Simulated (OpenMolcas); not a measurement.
# Cu: CASPT2 settings compared

```json
{"Program": "OpenMolcas 26.06", "Basis": "ANO-L-VQZP [7s6p4d3f2g]", "Scalar Hamiltonian": "non-relativistic, point nucleus", "Active space": "11 electrons in 6 orbitals (3d 4s)", "State averaging": "2S+1 = 2 even, 6 roots", "Spin-orbit coupling": "RASSI with atomic mean-field integrals over the reference wave functions, term energies averaged over their components"}
```

Methods on the same reference wave functions:
A. CASSCF
B. SS-CASPT2, IPEA 0.5 Eh, imaginary shift 0.3 Eh (closed shells correlated: none)
C. XMS-CASPT2, IPEA 0.35 Eh, sigma1 regulariser 0.15 Eh (closed shells correlated: 3s 3p)
D. XMS-CASPT2, IPEA 0.75 Eh, sigma2 regulariser 0.1 Eh (closed shells correlated: 2s 2p 3s 3p)

Energies in cm⁻¹ above 3d¹⁰ 4s ²S_1/2, the measured ground level; measured values from NIST Handbook of Basic Atomic Spectroscopic Data.

```json
{"Level": "3d⁹ 4s² ²D_5/2", "A": "-20148", "B": "16080", "C": "29100", "D": "28200", "Measured": "11203"}
{"Level": "3d⁹ 4s² ²D_3/2", "A": "-18120", "B": "18110", "C": "31130", "D": "30230", "Measured": "13245"}
{"Level": "3d¹⁰ 4s ²S_1/2", "A": "0.0", "B": "0.0", "C": "0.0", "D": "0.0", "Measured": "0.0"}
```

A puts 3d⁹ 4s² ²D_5/2 lowest.

Deviations, from unrounded energies. A percentage is the sum of absolute deviations over the sum of measured energies, with the sign that they share, or ± where signs differ.

```tsv
Against measurement	Levels	A	B	C	D
mean absolute deviation (cm-1)	2	31000	4900	18000	17000
other configurations (%)	2	-256.5	+39.9	+146.4	+139.0
```

B lies closest to measurement on these levels and A furthest from it. The largest miss of B in the table is 3d⁹ 4s² ²D_5/2, by +4900 cm-1. The ranking rests on the paired levels alone, and a cruder setting can come out closer through cancelling errors.

Among B to D the level of the table that moves most is 3d⁹ 4s² ²D_5/2, by 13000 cm-1 (lowest in B, highest in C). Moves below CASPT2's spread within the term are not significant.

The lowest spin-free term lies below A's lowest term by 0.535 hartree in B, 1.027 hartree in C, 1.104 hartree in D.

Term energies are means over components that CASPT2 splits; among the terms shown or strongly mixed into the levels shown the widest spread is 430 cm-1 (3d⁹ 4s² ²D, D). Over all roots computed the reference weight is 0.83 to 0.88 in C; the roots of lowest weight are the least certain, and an intruder state may touch them. A single d shell beside an s shell can misplace configurations of different d count against each other. Without dynamic correlation excited terms often stand tens of per cent too high (terms of higher spin than the ground term too low), and those without a measured partner can miss by more than the paired ones (holds for A). The lowest computed level is not the ground level that NIST lists (2S1/2) (holds for A). Measured partners are found by configuration, term and J. A level has none where our copy of the source lacks it or the pairing is in doubt (some pairs that miss far off the trend of their configuration count as doubtful), and it then counts in no deviation. Only configurations of the active space appear.
